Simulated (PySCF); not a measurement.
Dipole moment and polarisability of `[H]/N=C(\C=C)C(=C)F`

Species: C5H6FN.
Structure used (GFN2-xTB), in Å, numbered top down from 1:
```
atom  x, y, z in Å
C1    -2.315    0.551    0.640
C2    -1.001    0.711    0.733
C3    -0.012   -0.196    0.127
N4    -0.250   -1.239   -0.559
C5     1.409    0.134    0.333
C6     2.433   -0.566   -0.133
F7     1.646    1.250    1.063
H8    -3.002    1.241    1.100
H9    -2.766   -0.271    0.105
H10   -0.598    1.551    1.281
H11   -1.237   -1.446   -0.687
H12    2.239   -1.449   -0.711
H13    3.449   -0.270    0.054
```

Level: CAM-B3LYP/def2-SVPD (PySCF), static field, nuclei fixed, core orbitals frozen in the response. The polarisability tensor in these axes (au):

```
x   95.56 -6.43 -4.65
y   -6.43 61.35 12.21
z   -4.65 12.21 50.95
```

Question: What are the eigenvalues, a third of the trace, and Δα (Δα² = ½Σ(αi − αj)² over the three pairs)?

Answer: Principal values 42.88, 67.21 and 97.78 au; mean 69.29 au = 10.27 Å³ = 11.42 × 10⁻⁴⁰ C²·m²/J; Δα = 47.65 au (69 % of the mean).

Question: What is the dipole moment, and where does it point?

Answer: (-1.63, 0.29, 0.21) D, 1.66 D in size, pointing from the negative to the positive side. Measured along this direction, the outermost atoms are H13 at the negative end and H8 at the positive end.

Question: Give the principal axes and the span of the nuclei along them.

Answer: Largest value along (0.96, -0.22, -0.15), where the nuclei span 6.71 Å; middle along (0.27, 0.81, 0.53), 3.87 Å; least along (0.01, -0.55, 0.84), 0.01 Å. The response follows the extents in order.

Question: Find the Langevin capture rate constant for H3O+ (19.018 u) meeting this molecule (99.048 u), k = 2.342 × 10⁻⁹ cm³/s × √(α in Å³ / reduced mass in u).

Answer: The reduced mass is 15.95 u, so k = 1.88 × 10⁻⁹ cm³/s. The formula leaves out the permanent dipole, which adds to the capture rate.

Question: What depolarisation ratio follows for Rayleigh scattering of linearly polarised light, taking the static tensor?

Answer: ρ = 3Δα²/(45ᾱ² + 4Δα²) = 6811.0/(216027 + 9081.3) = 0.0303.

The structure is a single GFN2-xTB conformer in the gas phase; no vibrational or solvent corrections.
